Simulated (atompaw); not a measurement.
## Before and after: PAW (atompaw) potential for Sn (Z = 50)

| Property | Result |
| --- | --- |
| Element | tin |
| Generator | atompaw 4.2.0.5 |
| Type | PAW |
| Functional | PBE |
| Relativity | scalar-relativistic |
| Frozen core | [Kr] |
| Valence charge | 14 |
| Reference configuration | 4d10 5s2 5p1 (charge +1) |
| Partial waves | 5s (bound): rc 2.35 bohr; 5s channel at 1.25 Ry: rc 2.35 bohr; 5p (bound): rc 2.35 bohr; 5p channel at 3.65 Ry: rc 2.35 bohr; 4d (bound): rc 2.35 bohr; 4d channel at -0.7 Ry: rc 1.10 bohr |
| Local potential | bessel scheme, radius 1.55 bohr |
| Core correction | smooth core density matched at 1.85 bohr |
| Augmentation charge | sinc compensation charge, radius 2.05 bohr; PAW radius 2.35 bohr; waves and projectors: custom polynom vanderbiltortho |

Change: waves 5s (bound); 5s channel at 1.25 Ry; 5p (bound); 5p channel at 3.65 Ry; 4d (bound); 4d channel at -0.7 Ry; augmentation sinc compensation charge, radius 2.05 bohr; PAW radius 2.35 bohr; waves and projectors: bloechl.

Cutoffs: the cutoffs (Ry, on a coarse ladder) from which the occupation-weighted sum of valence levels, in a spherical-Bessel basis at the reference potential, stays within 10 and 1 mRy of its value at 400 Ry; they do not see the model core or the augmentation charge, which bear on the density cutoff.

Q: What does the change do?

A: The potential gets harder (21 Ry and 35 Ry → 40 Ry and 50 Ry); the bound ghost in s disappears; the range in which the s phases agree narrows (upper end at the end of the scan → 3.6); the range in which the d phases agree widens (upper end 1.2 → at the end of the scan).

```csv
quantity,base,changed
"cutoff, loose",21 Ry,40 Ry
"cutoff, tight",35 Ry,50 Ry
loose cutoff by channel (10 mRy a level),"s 18 Ry, p 6 Ry, d 15 Ry","s 8 Ry, p 6 Ry, d 35 Ry"
bound ghosts,s,none
s: phases at 2.36 bohr within 0.05 rad from the reference energy up to (Ry; the scan ends near 5),to the end of the scan,3.6
p: phases at 2.36 bohr within 0.05 rad from the reference energy up to (Ry; the scan ends near 5),to the end of the scan,to the end of the scan
d: phases at 2.36 bohr within 0.05 rad from the reference energy up to (Ry; the scan ends near 5),1.2,to the end of the scan
lowest overlap eigenvalue by channel,"s 0.02, p 0.21, d 0.34","s 0.42, p 0.59, d 0.90"
```

 A true bound ghost makes a file unfit for plane-wave use even where its test errors are small: the radial tests pick states by their node count and pass the ghost by. The cutoffs see the waves, projectors and local potential, not the compensation charge or the core.
